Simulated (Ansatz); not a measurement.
The same ligand exchange along the group F, Cl, Br.

Calculated with Ansatz (gas phase, PBE0-D4/def2-TZVP geometries, no zero-point term in ΔE). CBS: MP2 limit from def2 TZ/QZ plus the TZ coupled-cluster correction, frozen cores. This one scheme is used for every species. DFT in def2-TZVPP. For Br, Mg outer-core shells are correlated without core-valence functions, which leaves a few kJ/mol of doubt a bond. Scalar relativity is left out up to krypton.

```csv
reaction,CCSD(T)/CBS(def2) (kcal/mol)
`[F][MgH]` + dimethylamine → `C[N](C)[MgH]` + H–F,32.4
`[MgH][Cl]` + dimethylamine → `C[N](C)[MgH]` + HCl,37.7
`[MgH][Br]` + dimethylamine → `C[N](C)[MgH]` + HBr,?
```

Question: Fill in the missing values. (Estimate.)

Answer: Ansatz gave: `[MgH][Br]` + dimethylamine → `C[N](C)[MgH]` + HBr: +39.8 kcal/mol.

Largest T1 diagnostic: 0.011, for `[F][MgH]`.
